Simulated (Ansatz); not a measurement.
Input file for C3H6FI, SMILES `CC(I)CF`:

```yaml
crystal:
  periodic: [false, false, false]
  atoms:
    - {symbol: C, position_ang: [-0.956745, 0.780723, -0.443139]}
    - {symbol: C, position_ang: [0.202787, -0.186735, -0.478242]}
    - {symbol: I, position_ang: [1.954999, 0.771263, -1.308676]}
    - {symbol: C, position_ang: [0.530616, -0.782592, 0.865726]}
    - {symbol: F, position_ang: [0.795241, 0.194681, 1.798179]}
    - {symbol: H, position_ang: [-1.178921, 1.169547, -1.436360]}
    - {symbol: H, position_ang: [-0.744614, 1.619662, 0.219747]}
    - {symbol: H, position_ang: [-1.847576, 0.264824, -0.067715]}
    - {symbol: H, position_ang: [0.016063, -1.007204, -1.172649]}
    - {symbol: H, position_ang: [1.394546, -1.448627, 0.811591]}
    - {symbol: H, position_ang: [-0.341096, -1.348743, 1.219639]}
basis:
  gaussian: {orbitals: def2-TZVPP}
correlation: {method: ccsd_t}
```

```sh
$ ansatz run in.yaml --threads 4 --pin off --events-out ev --progress --plain
```

Output of Ansatz, abridged:

```
Functional definition: HF
1717 factors; integrals over basis functions are off by at most 9.3e-4 eV
mean field evaluation 1: about -13964.2808 eV, gradient 3.1e1 eV
mean field evaluation 2: about -13964.4579 eV, gradient 3.2e1 eV
mean field evaluation 4: about -13967.0212 eV, gradient 4.2e0 eV
mean field evaluation 8: about -13967.0685 eV, gradient 2.3e-1 eV
mean field -13967.06877442 eV, -513.2803102407 hartree, gradient 1.8e-6 eV, S^2 0.000000; 0 other end points of the search recorded, 0 dependent functions left out
8 core orbitals not correlated: weight in the atoms' cores, before any rotation towards them, 1.000 or more for the frozen orbitals, at most 0.000 for the correlated occupied ones
reference -13967.06877442 eV, -513.2803102407 hartree; 21, 21 occupied and 229, 229 virtual orbitals, 1717 factors
second order -34.57476378 eV of doubles, -0.00000000 eV of singles
cycle   1  -33.69860264 eV  change    8.8e-1 eV  update   1.1e-1
cycle   2  -34.47981036 eV  change   -7.8e-1 eV  update   3.1e-2
cycle   3  -34.61056722 eV  change   -1.3e-1 eV  update   1.4e-2
cycle   4  -34.59033972 eV  change    2.0e-2 eV  update   3.0e-3
cycle   5  -34.59018494 eV  change    1.5e-4 eV  update   1.3e-3
cycle   6  -34.59156023 eV  change   -1.4e-3 eV  update   3.5e-4
cycle   7  -34.59146617 eV  change    9.4e-5 eV  update   1.5e-4
cycle   8  -34.59135813 eV  change    1.1e-4 eV  update   5.2e-5
cycle   9  -34.59137543 eV  change   -1.7e-5 eV  update   1.9e-5
perturbative correction -1.09858534 eV, -0.0403722665 hartree
Total energy: -14002.75873519 eV, -514.5918921074 hartree
```

It took 91 s on 4 threads of a server CPU on a shared host, with 7.8 GiB of host memory at the peak.

Correlation energy per correlated electron: -0.850 eV. T1 diagnostic: 0.0093.
